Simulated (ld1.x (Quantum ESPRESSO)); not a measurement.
## Before and after: TM potential for cobalt (Co)

ld1.x (Quantum ESPRESSO) 7.5 input, shortened:

```
&input
   title='Co', zed=27., rel=1, dft='PBE', iswitch=3,
   config='[Ar] 3d7 4s2 4p0'
 /
 &inputp
   pseudotype=2, tm=.true., lloc=-1, rcloc=1.05,
   nlcc=.false.
 /
3
4S  1  0   2.00   0.00  2.00  2.00  0.0
3P  2  1   6.00   0.00  0.85  0.85  0.0
3D  3  2   7.00   0.00  1.65  1.65  0.0
 &test
   configts(1)='3p6 3d7 4s2 4p0'
 /
```

Change: core [Ar], valence charge 9; reference 3d7 4s2 4p0; waves now 4s (bound): rc 2.60 bohr; 4p (bound): rc 3.10 bohr; 3d (bound): rc 0.95 bohr; local potential all-electron potential smoothed inside 2.00 bohr (lloc = -1); core correction Bessel-smoothed model core, default radius (core density twice the valence density).

Cutoffs: the cutoffs (Ry, on a coarse ladder) from which the occupation-weighted sum of valence levels, in a spherical-Bessel basis at the reference potential, stays within 10 and 1 mRy of its value at 400 Ry; they do not see the model core or the augmentation charge, which bear on the density cutoff. Errors are all-electron minus pseudo energies relative to the spin-unpolarised reference configuration.

Problem. What does the change do?

Solution. The potential gets harder (160 Ry and 260 Ry → 230 Ry and 300 Ry); the bound ghost in s disappears; the number of tests with a reliable result goes from 7 to 6. Several settings change at once here, so the effects cannot be laid on one of them.

```json
{"quantity": "cutoff, loose", "base": "160 Ry", "changed": "230 Ry"}
{"quantity": "cutoff, tight", "base": "260 Ry", "changed": "300 Ry"}
{"quantity": "bound ghosts", "base": "s", "changed": "none"}
{"quantity": "tests with a reliable result", "base": "7 of 7", "changed": "6 of 7"}
```

Base: ld1.x printed “convergence not achieved” for 2 of the counted tests; their residual had stalled under 1e-8, short of the target of 1e-14. A true bound ghost makes a file unfit for plane-wave use even where its test errors are small: the radial tests pick states by their node count and pass the ghost by.
